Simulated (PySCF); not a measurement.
Species: C6H12NP.
SMILES: `CC=P1(N(C)C)C=C1`

The calculation used TDDFT B3LYP/def2-SVPD, vertical, gas phase, core orbitals frozen in the response in PySCF 2.14.0, density-fitted response routines. Isolated species at its PBE0-D3(BJ)/def2-SVP geometry (one conformer only). Torsions of this conformer, `[CH3:1][CH:2]=[P:3]1([N:4]([CH3:5])[CH3:6])[CH:7]=[CH:8]1`: C2–P3–N4–C5 150°.

Problem. Predict the UV-vis stick spectrum at this level.

Solution. 

| state | E (eV) | λ (nm) | f | \|μ\| (D) | main configurations (H = HOMO, L = LUMO) |
| --- | --- | --- | --- | --- | --- |
| S1 | 2.81 | 441.4 | 0.0042 | 0.62 | H→L (99%) |
| S2 | 4.27 | 290.7 | 0.010 | 0.80 | H→L+1 (93%) |
| S3 | 4.61 | 268.7 | 0.0048 | 0.52 | H-1→L (66%), H→L+2 (30%) |
| S4 | 4.67 | 265.2 | 0.0027 | 0.39 | H→L+2 (59%), H-1→L (32%) |
| S5 | 4.85 | 255.5 | 0.043 | 1.53 | H→L+3 (81%) |
| S6 | 5.06 | 245.0 | 0.010 | 0.72 | H→L+4 (78%), H→L+5 (8%) |
| S7 | 5.26 | 235.6 | 0.026 | 1.13 | H→L+5 (53%), H→L+6 (20%), H→L+4 (13%) |
| S8 | 5.46 | 227.0 | 0.011 | 0.73 | H→L+6 (52%), H→L+5 (27%), H→L+7 (17%) |
| S9 | 5.69 | 218.1 | 0.013 | 0.78 | H→L+7 (57%), H→L+8 (18%), H→L+6 (17%) |
| S10 | 5.95 | 208.4 | 0.027 | 1.10 | H-1→L+1 (96%) |

Triplets, Tamm–Dancoff:

```csv
state,E (eV),λ (nm),"main configurations (H = HOMO, L = LUMO)"
T1,2.52,492.1,H→L (97%)
T2,4.15,298.9,"H→L+1 (74%), H→L+4 (10%), H→L+2 (9%)"
T3,4.29,289.3,"H→L+3 (62%), H→L+8 (13%)"
T4,4.42,280.5,H-1→L (84%)
```

The lowest singlet comes at 441 nm (271 kJ/mol) in the visible; it is very weak; its leading configuration is HOMO→LUMO (99%). The most intense listed level is S5 at 4.85 eV (256 nm, f = 0.043), 2.04 eV above S1. Löwdin shares by element: HOMO carbon 62% or more, phosphorus 17% (atoms not listed hold the other 21%); LUMO carbon 74% or more, hydrogen 6% or more, phosphorus 6%. The listed states span 3.14 eV, and the widest gap between neighbours is 1.46 eV (S1 to S2). Orbital energies (eV): HOMO-3 -9.03, HOMO-2 -8.15, HOMO-1 -6.46, HOMO -4.61, LUMO -0.83, LUMO+1 0.40, LUMO+2 0.81. Of the 10 states listed, 6 reach f = 0.01 and none stays under 0.0005. S1 lies in the visible range (380 to 750 nm), at 441 nm, f = 0.0042; light of that wavelength is blue, and its complementary colour is yellow; a Tamm–Dancoff triplet lies at 492 nm, without intensity as long as spin–orbit coupling is left out. The vertical ionisation energy (ΔSCF) is 6.54 eV, 0.59 eV above S10. Singlets were solved by full linear response, triplets in the Tamm–Dancoff approximation.
